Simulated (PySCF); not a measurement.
**Spin states of BaSr**

Unrestricted PBE0; Ba x2c-TZVPall, Sr x2c-TZVPall; spin-free X2C with a Gaussian nucleus (PySCF 2.14). Outer shells of the fragments: Ba 6s2; Sr 5s2.

Followed along the bond (rough minima from three points):

| 2Ms+1 | unpaired | ⟨S²⟩ at the start | R at minimum (Å) | Te (eV) |
| --- | --- | --- | --- | --- |
| 1 | none | 0.00 | 4.84 | 0.00 |
| 1 | σ ↓, π ↑ | 1.10 | 3.92 | 0.37 |
| 3 | σ ↑, π ↑ | 2.02 | 3.97 | 0.38 |
| 3 | π ↑↑ | 2.22 | 3.48 | 0.64 |
| 1 | π ↑↓ | 1.05 | 3.47 | 0.86 |

Solutions found at the starting distance of 3.495 Å, counted from the lowest of them; the search is not exhaustive and high or unbound solutions are not listed, so other states can lie among these:

| 2Ms+1 | unpaired | term | E (eV) | ⟨S²⟩ | ⟨Lz²⟩ | μ (D) |
| --- | --- | --- | --- | --- | --- | --- |
| 1 | σ ↓, π ↑ | mixed | 0.00 | 1.10 | 1.12 | -0.57 |
| 3 | σ ↑, π ↑ | ³Π | 0.03 | 2.02 | 1.04 | -0.74 |
| 3 | π ↑↑ | ³Σ⁻ | 0.10 | 2.22 | 0.00 | -4.41 |
| 1 | π ↑↓ | mixed | 0.32 | 1.05 | 2.11 | -3.18 |
| 1 | none | ¹Σ⁺ | 0.39 | 0.00 | 0.00 | 0.78 |
| 1 | none | mixed | 0.78 | 0.08 | 2.02 | -3.00 |

A term symbol is given only where ⟨S²⟩ and ⟨Lz²⟩ are close to those of a pure state; real π, δ and φ orbitals otherwise mix terms. A positive dipole means Ba(−)Sr(+).

Task: Compare the gap between the two lowest followed solutions at the starting distance with the gap between their minima.

Result: At PBE0 the second solution (Ms = 0 of mixed spin, unpaired electrons σ ↓, π ↑) lies -0.39 eV from the first (singlet, closed shell) at 3.495 Å and +0.37 eV at the minima; the two curves relax by different amounts, since their minima lie near 3.92 and 4.84 Å.

Spin–orbit coupling is left out.
